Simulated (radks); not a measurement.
The numbers below are computed, except where a source is named.
Question: Radial electron density D(r) = 4 pi r^2 rho(r) of an atom or ion with 55.875 electrons. Level of theory: scalar-relativistic Kohn-Sham, PBE, spin-unpolarised, spherical densities, point nucleus (a radial shooting solver on a logarithmic mesh with Libxc functionals).

| r (bohr) | D(r) (e/bohr) |
|---|---|
| 0.001182 | 3.441 |
| 0.001589 | 5.625 |
| 0.002137 | 9.049 |
| 0.002873 | 14.25 |
| 0.003863 | 21.79 |
| 0.005193 | 32.06 |
| 0.006982 | 44.79 |
| 0.009387 | 58.44 |
| 0.01262 | 69.79 |
| 0.01697 | 74.81 |
| 0.02281 | 71.88 |
| 0.03067 | 66.15 |
| 0.04124 | 68.84 |
| 0.05544 | 84.62 |
| 0.07454 | 97.85 |
| 0.1002 | 88.65 |
| 0.1347 | 72.18 |
| 0.1811 | 78.44 |
| 0.2435 | 81.48 |
| 0.3274 | 50.10 |
| 0.4402 | 29.48 |
| 0.5919 | 34.63 |
| 0.7958 | 25.78 |
| 1.07 | 11.75 |
| 1.438 | 7.980 |
| 1.934 | 5.530 |
| 2.6 | 2.272 |
| 3.496 | 0.6473 |
| 4.7 | 0.1612 |
| 6.319 | 0.02789 |
| 8.496 | 0.002121 |

What is the nuclear charge?

Answer: Z = 57. The innermost maximum, from 1s, lies near gamma/Z bohr with gamma = sqrt(1 - (Z/c)^2) = 0.909, here 0.016 bohr (found: 0.0175), and its height grows with Z. The density is that of the lanthanum ion La1.125+ in [Xe] 5d1.875; the configuration itself is not fixed sharply by these data, and Z only to a few units. D(r) has 4 maxima, at r = 0.0175, 0.0776, 0.219, 0.611 bohr, and minima at 0.0338, 0.145, 0.447 bohr, inside which lie 1.97, 11.21, 28.96 electrons.
